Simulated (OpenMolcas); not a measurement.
Pd4+ among 8 point charges of -0.8 e arranged as a cube (Oh), 2.07 Å from the ion.
```
   1.1951    1.1951    1.1951  -0.80
   1.1951    1.1951   -1.1951  -0.80
   1.1951   -1.1951    1.1951  -0.80
   1.1951   -1.1951   -1.1951  -0.80
  -1.1951    1.1951    1.1951  -0.80
  -1.1951    1.1951   -1.1951  -0.80
  -1.1951   -1.1951    1.1951  -0.80
  -1.1951   -1.1951   -1.1951  -0.80
```

```yaml
Program: OpenMolcas
Method: CASSCF
Basis: ANO-RCC-VTZP [7s6p4d2f1g]
Scalar_Hamiltonian: DKH2, point nucleus
Active_space: 6 electrons in 5 orbitals (4d)
State_averaging: 2S+1 = 5 even, 5 roots; 2S+1 = 3 even, 45 roots; 2S+1 = 1 even, 50 roots
Spin-orbit_coupling: RASSI with atomic mean-field integrals over the reference wave functions
```

**Question.** What is the spin-free ground state (labels of O, the rotations of Oh)?

**Answer.** 5E, 2-fold in its orbital part, 100 % from free-ion D terms; it has the highest spin that d6 allows.

**Question.** Where is the first state of the same spin?

**Answer.** 5T2 at 1790 cm-1 above the ground state.

**Question.** What are the lowest two levels with spin-orbit coupling?

**Answer.** A 1-fold level A1, then a 3-fold level T1 112.8 cm-1 above it. Their leading multiplicities are 5 (98 %) and 5 (98 %).

**Question.** What is χT at 300 K, and how does it compare with the textbook value?

**Answer.** The lowest level has 2S+1 = 5, for which the spin-only value is χT = S(S+1) / 2 = 3.000 cm3 K/mol (g = 2). The computed 5.077 at 300 K differs by +2.077, through orbital momentum, spin-orbit coupling and any other state in reach.

**Question.** Which ligand-field parameters describe the states?

**Answer.** A least-squares ligand-field fit to the states below 45000 cm-1, each weighted by its degeneracy and with a free common offset, gives 10Dq = -1717 cm-1 (negative for this site), B = 1040 cm-1 and C = 4222 cm-1 (C/B = 4.06), with an rms deviation of 22 cm-1. 

An orbital doublet at a regular site is open to a Jahn-Teller distortion, which this geometry leaves out. Without dynamic correlation the repulsion within the d shell is too large (B by tens of per cent), so at a given field states of lower spin stand too high. Point charges give a weaker field than real ligands, and real ions of this kind are as a rule low spin; the high spin found here belongs to the model. The ground term spreads over less than 5000 cm-1, several times less than with real ligands, so orbital moments are less quenched and χT lies further from the spin-only value than at real sites. Point charges carry no covalency, so the field is a model and not that of real ligands. No measured value stands beside these numbers.
